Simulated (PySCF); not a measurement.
A structure optimised at PBE-D3(BJ)/def2-TZVP, used in a PySCF frequency run:

```xyz
5

In     0.0030     0.2872     0.0000
H     -1.5652     0.9824     0.0000
H      1.6151     0.9043     0.0000
O     -0.1203    -1.7283     0.0000
H      0.7637    -2.1326     0.0000
```

Write its SMILES, formula and point group.

[OH][InH2], H3InO, Cs

What are its rotational constants (standard atomic weights)?

86.203, 7.9590, 7.2863 GHz
